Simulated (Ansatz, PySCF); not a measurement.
System: sum formula HSeO, net charge 0, doublet state. It need not be the lowest isomer of its formula. 
Structure (B3LYP-D3(BJ)/def2-TZVP (Ansatz, a first-principles code) minimum search):
```xyz
3

Se    -0.2157     0.0706     0.2048
H     -1.3302     0.1492    -0.8021
O      1.0829    -0.3188    -0.7703
```
Charge 0, spin multiplicity 2.

Total electronic energies in hartree. Valence correlation only, unless marked. Open shells are spin-unrestricted. No spin-orbit coupling. The frozen core is the preceding noble-gas configuration, with the filled d and f shells of earlier blocks. No relativistic terms. CBS(X,Y): correlation extrapolated as X^-3; Hartree-Fock from the larger set.

The T1 diagnostic of CCSD in the largest basis is 0.054, which is high, so the coupled-cluster rows are less sure than usual.

```
level                                      program  energy (Eh)
----------------------------------  --------------  -----------
HF/6-31G                                    Ansatz  -2474.81345
HF/6-31G*                                   Ansatz  -2474.91351
RI-HF/def2-TZVPP                            Ansatz  -2475.26117
PBE/def2-TZVPD                              Ansatz  -2476.92083
revPBE-D3(BJ)/def2-TZVPD            Ansatz + dftd3  -2477.14179
BP86-D4/def2-TZVPD                   PySCF + dftd4  -2477.63562
r2SCAN-D4/def2-TZVPD                Ansatz + dftd4  -2477.30515
PBE0/STO-3G                                 Ansatz  -2449.27932
BHLYP-D3(BJ)/def2-TZVPD             Ansatz + dftd3  -2477.29586
LC-wPBE-D3(BJ)/def2-TZVPD           Ansatz + dftd3  -2476.97251
B2GP-PLYP-D3(BJ)/def2-TZVPD         Ansatz + dftd3  -2476.72383
B2GP-PLYP-D4/def2-TZVPD             Ansatz + dftd4  -2476.72335
RPA@PBE/cc-pVQZ                             Ansatz  -2475.95628
MP2/6-31G*                                  Ansatz  -2475.17791
MP2/def2-SVP                                Ansatz  -2475.13500
MP2/CBS(cc-pVTZ,cc-pVQZ)                    Ansatz   -2475.7303
RI-MP2/cc-pVQZ                              Ansatz  -2475.70648
RI-MP2/def2-TZVPP                           Ansatz  -2475.62342
SCS-MP2/cc-pVDZ                             Ansatz  -2475.45852
SCS-MP2/def2-SVP                            Ansatz  -2475.12897
CCSDT/cc-pVDZ                               Ansatz  -2475.50678
CCSD(T)/CBS(cc-pVTZ,cc-pVQZ)                Ansatz   -2475.7778
CCSD(T)/CBS(def2-TZVPP,def2-QZVPP)          Ansatz   -2475.7780
```

Totals of different functionals don't rank their quality; only differences between species are comparable.
